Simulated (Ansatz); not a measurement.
Ansatz (a quantum-chemistry and plane-wave program) input (CCSD(T)/def2-SVPD):

Ansatz 0.2 input:
```yaml
crystal:
  periodic: [false, false, false]
  atoms:
    - {symbol: Y, position_ang: [-0.00000000, 0.00000000, -0.00000000]}
    - {symbol: F, position_ang: [-1.70518242, -1.06083009, 0.07106444]}
    - {symbol: F, position_ang: [-0.00203675, 1.85472174, -0.77334392]}
    - {symbol: F, position_ang: [1.70721917, -0.79389166, 0.70227948]}
basis:
  gaussian:
    orbitals: def2-SVPD
magnetization: {spin_polarized: false}
correlation: {method: ccsd_t, electrons: outside_noble_gas}
output: {forces: true}
```

Output:

```
Functional definition: HF
integrals: 0.13 GiB planned
974 factors; integrals over basis functions are off by at most 4.4e-4 eV
mean field: 0.32 GiB planned
mean field evaluation 1: about -9144.1905 eV, gradient 5.7e1 eV
mean field evaluation 2: about -9144.2472 eV, gradient 5.7e1 eV
mean field evaluation 4: about -9149.7463 eV, gradient 1.3e0 eV
mean field evaluation 8: about -9149.7755 eV, gradient 3.6e-5 eV
mean field evaluation 16: about -9149.6457 eV, gradient 1.2e0 eV
mean field -9149.77547342 eV, -336.2480467075 hartree, gradient 8.0e-7 eV, S^2 0.000000; 0 other end points of the search recorded, 0 dependent functions left out
7 core orbitals not correlated, not the lowest: weight in the atoms' cores, before any rotation towards them, 0.710 or more for the frozen orbitals, at most 0.278 for the correlated occupied ones
reference -9149.77547342 eV, -336.2480467075 hartree; 12, 12 occupied and 84, 84 virtual orbitals, 974 factors
densities: 0.61 GiB planned
second order -18.10633983 eV of doubles, -0.00000000 eV of singles
coupled cluster: 0.44 GiB planned
cycle   1  -17.42256967 eV  change    6.8e-1 eV  update   1.4e-1
cycle   2  -17.89339707 eV  change   -4.7e-1 eV  update   4.7e-2
cycle   3  -17.99392825 eV  change   -1.0e-1 eV  update   2.0e-2
cycle   4  -17.99125007 eV  change    2.7e-3 eV  update   4.3e-3
cycle   5  -17.98391423 eV  change    7.3e-3 eV  update   1.3e-3
cycle   6  -17.98420401 eV  change   -2.9e-4 eV  update   4.7e-4
cycle   7  -17.98455766 eV  change   -3.5e-4 eV  update   1.5e-4
cycle   8  -17.98448353 eV  change    7.4e-5 eV  update   5.0e-5
cycle   9  -17.98445749 eV  change    2.6e-5 eV  update   1.5e-5
cycle  10  -17.98447061 eV  change   -1.3e-5 eV  update   5.9e-6
perturbative correction -0.40472623 eV, -0.0148734145 hartree
the calculation of the forces begins
Total energy: -9168.16467026 eV, -336.9238372267 hartree
Atom 0 at    -0.000000     0.000000    -0.000000 Å, force    -0.000000    -0.000000     0.000000 eV/Å
Atom 1 at    -1.705182    -1.060830     0.071064 Å, force    -0.630878    -0.392483     0.026292 eV/Å
Atom 2 at    -0.002037     1.854722    -0.773344 Å, force    -0.000753     0.686205    -0.286119 eV/Å
Atom 3 at     1.707219    -0.793892     0.702279 Å, force     0.631632    -0.293722     0.259827 eV/Å
Dipole moment:     0.000000     0.000000    -0.000000 e Å
```
